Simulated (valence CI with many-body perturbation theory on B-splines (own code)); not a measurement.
Hyperfine factors and g values of Sn XXIX

Computed by relativistic CI+MBPT: four valence electrons over a frozen Dirac-Fock core [Ar], a basis of 9 s, 9 p, 10 d, 8 f, 5 g, 3 h, 1 i functions for each j, with the one-electron correlation potential Σ1 (screened to all orders), the two-electron term Σ2, the three-electron term Σ3, Breit, model QED; selected single and double excitations, second order for the rest (own B-spline code, finite nucleus).

No measured spectrum was set against this ion. As an estimate, large intervals hold to a few tenths of a per cent, small ones and those within an open d or f shell to about a per cent. Core correlation moves these levels by up to 8500 cm⁻¹, and in measured spectra 5 to 20 % of such shifts remained as error; rates that hang on mixing are uncertain with them. Only levels of the ground parity were solved; by the run's estimate the other parity begins above the list, which can be wrong where configurations are misplaced.

A/g_I is the dipole constant over the nuclear g factor μ/I (μ in nuclear magnetons, uniformly magnetised nucleus), B/Q the quadrupole constant per barn. Both hold the static response of the core; the bare values leave it out. Large factors of s and p1/2 electrons are usually good to 5 to 10 %; those of open d and f shells near neutrality can be off by tens of per cent, and small factors of p3/2, d and f electrons come from cancelling terms and can be off by a factor of two or in sign, in half-filled shells by more. B is blank for J = 1/2, where it vanishes, and for nearly pure S terms. Energies count from the lowest level. Levels with J = 0 are left out.

Levels are named by their leading jj configuration (3d3/2^4 stands for four electrons in 3d with j = 3/2), which in mixed levels can hold well under half, so a name can repeat and another be missing. Letters in brackets count levels of one name in rising energy.

| Level | E (cm⁻¹) | g | A/g_I (MHz) | A/g_I bare | B/Q (MHz/b) | B/Q bare |
| --- | --- | --- | --- | --- | --- | --- |
| (3d3/2^3 3d5/2) J=1 | 45988 | 1.495 | -416 | 114 | 5580 | 5700 |
| (3d3/2^2 3d5/2^2) J=2 [a] | 77845 | 1.442 | 4790 | 5240 | 5170 | 5280 |
| (3d3/2^2 3d5/2^2) J=3 [a] | 97815 | 1.398 | 8290 | 8700 | -1390 | -1420 |
| (3d3/2^3 3d5/2) J=4 | 101980 | 1.263 | 11900 | 12200 | -7690 | -7870 |
| (3d3/2^2 3d5/2^2) J=4 [a] | 153190 | 1.072 | 12300 | 12400 | -297 | -313 |
| (3d3/2^2 3d5/2^2) J=3 [b] | 175050 | 0.938 | 13700 | 13700 | 2940 | 3000 |
| (3d3/2^2 3d5/2^2) J=2 [b] | 178290 | 0.885 | 12200 | 12200 | 7510 | 7670 |
| (3d3/2^2 3d5/2^2) J=5 | 187110 | 1.074 | 13000 | 13100 | 12000 | 12200 |
| (3d3/2^2 3d5/2^2) J=1 | 191770 | 1.321 | 11100 | 11400 | -434 | -454 |
| (3d3/2^2 3d5/2^2) J=6 | 200150 | 1.106 | 13500 | 13600 | 12700 | 13000 |
| (3d3/2^2 3d5/2^2) J=4 [b] | 218110 | 1.026 | 14800 | 14800 | -6490 | -6620 |
| (3d3/2^2 3d5/2^2) J=2 [c] | 224240 | 1.204 | 11100 | 11300 | 1930 | 1970 |
| (3d3/2^2 3d5/2^2) J=3 [c] | 230770 | 1.178 | 13100 | 13300 | 4970 | 5080 |
| (3d3/2 3d5/2^3) J=4 [a] | 240590 | 1.156 | 10100 | 10300 | 1310 | 1340 |
| (3d3/2 3d5/2^3) J=3 [a] | 262300 | 1.077 | 9840 | 9960 | 107 | 112 |
| (3d3/2^2 3d5/2^2) J=2 [d] | 268200 | 1.109 | 16200 | 16300 | 2440 | 2490 |
| (3d3/2 3d5/2^3) J=5 | 278780 | 1.151 | 11200 | 11400 | -7700 | -7870 |
| (3d3/2 3d5/2^3) J=1 [a] | 286560 | 0.699 | 16900 | 16700 | 5200 | 5310 |
| (3d3/2 3d5/2^3) J=6 | 288380 | 1.052 | 13100 | 13200 | 16700 | 17000 |
| (3d3/2^2 3d5/2^2) J=4 [c] | 313810 | 1.112 | 10900 | 11000 | 13200 | 13500 |
| (3d3/2^2 3d5/2^2) J=2 [e] | 322410 | 1.236 | 10900 | 11100 | 647 | 666 |
| (3d3/2 3d5/2^3) J=3 [b] | 336400 | 1.071 | 12300 | 12500 | 11000 | 11300 |
| (3d3/2^2 3d5/2^2) J=2 [f] | 347720 | 1.146 | 12200 | 12400 | 7500 | 7660 |
| (3d5/2^4) J=4 | 383350 | 1.122 | 10200 | 10400 | -2810 | -2870 |
| (3d3/2 3d5/2^3) J=3 [c] | 395630 | 1.064 | 13800 | 13900 | 17800 | 18200 |
| (3d5/2^4) J=2 | 399840 | 0.949 | 14700 | 14700 | 7760 | 7920 |
| (3d3/2 3d5/2^3) J=1 [b] | 400430 | 1.470 | 2520 | 3010 | -6840 | -6980 |
| (3d3/2 3d5/2^3) J=4 [b] | 417630 | 1.069 | 13500 | 13600 | 6950 | 7100 |
| (3d3/2 3d5/2^3) J=2 | 497470 | 0.997 | 12600 | 12600 | -16700 | -17100 |

(1) Take the isotope of mass number 119, with I = 1/2, μ = -1.0459 μN. What is the hyperfine structure of (3d3/2^2 3d5/2^2) J=2 [a]?

Answers

(1) From the table A = -10000 MHz. Shifts from the centre of gravity in MHz: F = 3/2: 15000, F = 5/2: -10000.
